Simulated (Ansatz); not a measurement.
The molecule Na₂-, multiplicity 2 (lowest of 2S+1 = 2, 4 at CCSD(T)/def2-TZVPP on PBE0 minima; our sources give no spin for the ground state, which may be another). The T1 diagnostic near the minimum is 0.048, so single-reference values are doubtful.

Seven points along R, fitted to fifth degree in 1/R; most abundant isotopes. Runs in def2 and cc sets follow the lowest solution found near the PBE0 minimum.

Correlated levels freeze the inner cores; with def2 sets outer-core shells near the valence are correlated too.

Run with Ansatz (a quantum-chemistry and plane-wave program) with Gaussian orbitals. Each number belongs to the level named beside it.

Task: What bond length and harmonic frequency does SVWN5/def2-TZVPP give?

Result: r_e = 3.441 Å, ω_e = 102 cm⁻¹.

Task: What bond length and harmonic frequency does PBE/def2-TZVPP give?

Result: r_e = 3.549 Å, ω_e = 98 cm⁻¹.

Task: What bond length and harmonic frequency does CCSD(T)/def2-TZVPP give?

Result: r_e = 3.551 Å, ω_e = 104 cm⁻¹.

Doubts at one or more of the structures used: a spin-contaminated determinant (CCSD(T)/def2-TZVPP).
